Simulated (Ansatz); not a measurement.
C2H8SiSn (`[SiH3][CH]1[CH2][SnH2]1`), relaxed with RKS PBE0-D4/def2-TZVP in Ansatz from a PBE-D4/def2-SVP geometry. The force threshold is 0.005 eV/Å; the program also tests the step.

The species carries charge 0 and has multiplicity 1. Sn: def2 effective core potential.

Start:

```xyz
12

Si   -0.450    0.753    1.406
C     0.486   -0.477    0.324
C     1.362   -0.126   -0.697
Sn   -0.612   -0.465   -2.147
H    -1.838    0.280    1.722
H     0.300    0.874    2.713
H    -0.462    2.101    0.744
H     0.425   -1.547    0.593
H     2.063   -0.860   -1.131
H     1.584    0.933   -0.920
H    -1.724    0.546   -1.182
H    -1.134   -2.012   -1.426
```

(1) By how much does the energy fall, and how many steps does the optimiser take? (Estimate.)

(2) Which bonds change most? (Best estimate.)

(3) Give the relaxed structure. (Best estimate.)

Answers

(1) Ansatz gave: 5.42 kJ/mol, in 11 steps, 1 of them rejected.

(2) Computed: Sn4–H12 from 1.785 to 1.760 Å; Sn4–H11 from 1.786 to 1.763 Å; C2–C3 from 1.390 to 1.367 Å; Si1–H5 from 1.500 to 1.481 Å.

(3) Computed: 
```xyz
12

Si   -0.454    0.727    1.369
C     0.512   -0.478    0.315
C     1.363   -0.113   -0.691
Sn   -0.631   -0.489   -2.096
H    -1.843    0.274    1.612
H     0.237    0.805    2.691
H    -0.414    2.067    0.734
H     0.482   -1.532    0.582
H     2.057   -0.820   -1.136
H     1.535    0.933   -0.929
H    -1.672    0.583   -1.161
H    -1.173   -1.957   -1.289
```
